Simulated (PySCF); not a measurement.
## Electric field gradients and quadrupole coupling constants

Species: C6H10ClFSi.
Z-matrix (Å and degrees, GFN2-xTB geometry), rows numbered from 1:
```
C 
C   1  1.3180
F   2  1.3559  1  119.61
C   2  1.4996  1  127.86  3   178.46
C   4  1.5048  2  109.94  1   -98.52
Cl  5  1.7431  4  113.24  2    82.30
C   5  1.3264  4  127.20  2   -95.56
C   7  1.4858  5  125.89  4    -2.32
Si  8  1.9146  7  110.65  5   -92.64
H   1  1.0750  2  121.35  3    -0.16
H   1  1.0729  2  120.73  3  -179.76
H   4  1.0911  2  109.35  1   141.26
H   4  1.0897  2  109.17  1    21.64
H   7  1.0812  5  118.49  4  -179.83
H   8  1.0881  7  111.30  5    30.00
H   8  1.0896  7  108.80  5   147.67
H   9  1.4644  8  108.83  7    64.27
H   9  1.4619  8  109.24  7   -55.55
H   9  1.4631  8  108.23  7  -175.77
```

Field gradients from the PBE0/pcSseg-1 density (PySCF, non-relativistic), principal values in atomic units, ordered |Vxx| ≤ |Vyy| ≤ |Vzz|:

```
atom      Vxx      Vyy     Vzz
 Cl6  -1.7753  -2.0468  3.8221
```

Find the asymmetry η = (Vxx − Vyy)/Vzz and the couplings χ = eQV/h (234.96 MHz × Q in barn × V in au), with Q(35Cl) = −0.0817 b.

```
atom     environment  nucleus     η  χzz (MHz)  χxx (MHz)  χyy (MHz)
 Cl6  vinyl chlorine     35Cl  0.07     -73.37      34.08      39.29
```

What is Vzz at Cl6 in SI units (1 au = 9.71736 × 10²¹ V/m²)?

3.8221 au = 37.141 × 10²¹ V/m².

And the gradient at the other heavy atoms, for which no coupling is worked out here?

```csv
atom,environment,Vzz (au),η
C1,terminal =CH2 carbon,0.199,0.23
C2,vinylic C–F carbon,-0.461,0.80
F3,vinyl fluorine,2.900,0.14
C4,allylic carbon,-0.112,0.54
C5,vinylic C–Cl carbon,0.358,0.85
C7,alkene CH carbon,0.261,0.37
C8,sp3 carbon bound to silicon,0.080,0.41
Si9,SiH3 silicon,0.163,0.14
```

Were the hydrogens deuterons (Q(2H) = 0.00286 b), χzz would run from 109 kHz (H17 and H19) to 232 kHz (H11).

The structure is a single GFN2-xTB conformer in the gas phase; no vibrational or solvent corrections. GFN2-xTB bond lengths can be off by several hundredths of an ångström, more for odd bonds, and the gradients follow them. The small basis limits the accuracy of the gradients.
